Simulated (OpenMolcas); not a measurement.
Pr V: the spin-orbit constant, worked from levels

```
Program             : OpenMolcas 26.06
Basis               : ANO-R2 [8s6p3d3f1g]
Scalar Hamiltonian  : X2C, finite nucleus
Active space        : 1 electron in 12 orbitals (RAS2 4f; RAS3 5d, at most 1 electron)
State averaging     : 2S+1 = 2 odd, 7 roots; 2S+1 = 2 even, 5 roots
Spin-orbit coupling : state interaction with AMFI integrals over the reference wave functions, term energies averaged over their components
```

Methods: RASSCF; SS-RASPT2, IPEA 0.25 Eh, imaginary shift 0.1 Eh (closed shells correlated: 5s 5p). Measured levels: Martin, Zalubas and Hagan, Atomic Energy Levels: The Rare-Earth Elements, NSRDS-NBS 60 (1978).

**The spin-orbit constant.** For the Hund term ²F° of f1, E(J) = (A/2) J(J+1) + constant and ζ = 2S·A = A. From J = 5/2 to J = 7/2 the energy changes by 3.5 A.

```json
{"Source": "RASSCF", "E(7/2) - E(5/2)": "3216.7", "A": "919.1", "ζ": "919"}
{"Source": "SS-RASPT2", "E(7/2) - E(5/2)": "3216.7", "A": "919.1", "ζ": "919"}
{"Source": "measured", "E(7/2) - E(5/2)": "3027.4", "A": "865.0", "ζ": "865"}
```

All in cm-1. SS-RASPT2 is off by +6.3 % and RASSCF by +6.3 %. Both methods take the spin-orbit matrix elements from the reference wave functions, so the second can move ζ only through the term energies and any multistate remixing.

CASPT2 breaks the degeneracy within a term, and the mean is taken; among the terms shown or strongly mixed into the levels shown the widest spread is 140 cm-1 (4f ²F°, SS-RASPT2). With one active electron the reference holds no correlation, so core polarisation is missing (holds for RASSCF). With one active electron, CASPT2 adds the correlation within the correlated inactive shells and between them and that electron, and leaves the splitting within a term as the reference gives it (holds for SS-RASPT2). Measured partners are found by configuration, term and J. A level has none where our copy of the source lacks it or the pairing is in doubt (some pairs that miss far off the trend of their configuration count as doubtful), and it then counts in no deviation. Levels of configurations outside the active space are missing.

° marks odd parity.
